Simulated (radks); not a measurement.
The selenium anion Se2-, 36 electrons, occupied as [Kr]. Method: scalar-relativistic Kohn-Sham, LDA (Slater exchange, VWN5 correlation), spin-polarised, spherical densities, point nucleus; Watson sphere of charge +2 and radius 4.74 bohr; computed with a radial shooting solver on a logarithmic mesh with Libxc functionals. Some entries of the table are withheld. Estimate them.

orbital,occ.,eigenvalue (hartree),<r^2> (bohr^2),<1/r> (bohr^-1)
1s,2,-458.6049,(1),34.51
2s,2,-58.81160,0.04542,7.619
2p,6,(2),0.03592,7.470
3s,2,-7.65530,0.3812,2.485
3p,6,(3),0.4093,2.335
3d,10,-1.80216,(4),2.031
4s,2,-0.50620,4.028,0.7203
4p,6,(5),9.871,0.4894

Answer. 
(1) 1s <r^2> (bohr^2): 0.002623
(2) 2p eigenvalue (hartree): -51.76332
(3) 3p eigenvalue (hartree): -5.45171
(4) 3d <r^2> (bohr^2): 0.4996
(5) 4p eigenvalue (hartree): -0.14593
